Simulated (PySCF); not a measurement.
SbFCl₂, SMILES [F][Sb]([Cl])[Cl]. Coordinates come from a B3LYP-D3(BJ)/def2-SVP optimisation. The def2 effective core potentials stand for the cores of Sb; spin–orbit coupling is left out.

Computed equilibrium geometry at B3LYP-D3(BJ)/def2-SVP (PySCF confirms it by a frequency run) as bond lengths and angles, and its point group:
point group Cs.
Atoms: Sb1 F2 Cl3 Cl4. Bonds (Å): Sb1–F2 1.938, Sb1–Cl3 2.379, Sb1–Cl4 2.379. Bond angles (°): F2–Sb1–Cl3 96.7, F2–Sb1–Cl4 96.7, Cl3–Sb1–Cl4 98.6.
